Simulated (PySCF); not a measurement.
Excitations are Tamm–Dancoff values on a coarser integration grid. The basis has no diffuse functions, so Rydberg states are missing or too high.

Cartesian coordinates (Å):
SMILES: C=C[C@@H]([SiH3])C#N
```xyz
13

C     -1.7252    -1.2043     0.4497
C     -1.0344    -0.3641    -0.3079
C      0.0009     0.5948     0.2202
Si     1.7552    -0.1317    -0.0762
C     -0.0856     1.9071    -0.3961
N     -0.1194     2.9339    -0.9159
H     -1.6133    -1.2270     1.5275
H     -2.4292    -1.9005     0.0146
H     -1.1685    -0.3606    -1.3842
H     -0.1092     0.7092     1.3025
H      2.7750     0.8498     0.3505
H      1.8543    -1.3671     0.7293
H      1.8993    -0.4394    -1.5140
```
Charge 0, spin multiplicity 1.

**Question.** Predict the brightest of the four lowest singlets (TDA), S1 oscillator strength and HOMO–LUMO gap from M06-2X/def2-TZVP // B3LYP-D3(BJ)/def2-TZVP (PySCF).

**Answer.** 
```yaml
brightest of the four lowest singlets (TDA): 7.28 eV
S1 oscillator strength: 0.081
HOMO–LUMO gap: 9.33 eV
```
